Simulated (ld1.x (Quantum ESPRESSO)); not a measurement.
**phosphorus (P): excitation energies, all-electron against RRKJ**

phosphorus, norm-conserving RRKJ (Kleinman–Bylander form), made with ld1.x (Quantum ESPRESSO) 7.5 (LDA (PZ), scalar-relativistic). Core [Ne], reference 3s2 3p3. Waves: 3p (bound): rc 1.50 bohr; 3d channel at 0.15 Ry: rc 1.40 bohr; 3s (bound): rc 1.50 bohr. Local part: the s channel. Core correction: none.

Energies are relative to the spin-unpolarised reference configuration 3s2 3p3; without spin polarisation the order of configurations can differ from experiment. Spin-polarised rows fill each open shell by Hund’s rule, majority spin first.

| valence configuration | charge | ΔE all-electron (eV) | error AE − PS (meV) |
| --- | --- | --- | --- |
| 3s2 3p2 | +1 | 9.821 | +4.2 |
| 3s2 3p0 | +3 | 58.965 | +144 |
| 3s0 3p5 | 0 | 17.136 | +11 |
| 3s1 3p3 | +1 | 18.893 | +12 |
| 3s1 3p0 | +4 | 111.154 | +506 |
| 3s2 3p3 (spin-polarised) | 0 | -1.510 | +120 |
| 3s2 3p2 (spin-polarised) | +1 | 8.978 | +85 |

Question: What are ΔE and the potential's error for 3s2 3p1?

Answer: ΔE = 29.070 eV all-electron; the error (AE − PS) is +36 meV.

Question: What are ΔE and the potential's error for 3s2 3p2.5?

Answer: ΔE = 3.821 eV all-electron; the error (AE − PS) is +0.6 meV.

Levels in the configuration 3s1 3p0:

| level | all-electron (eV) | pseudo (eV) |
| --- | --- | --- |
| 3s | -58.679 | -58.101 |
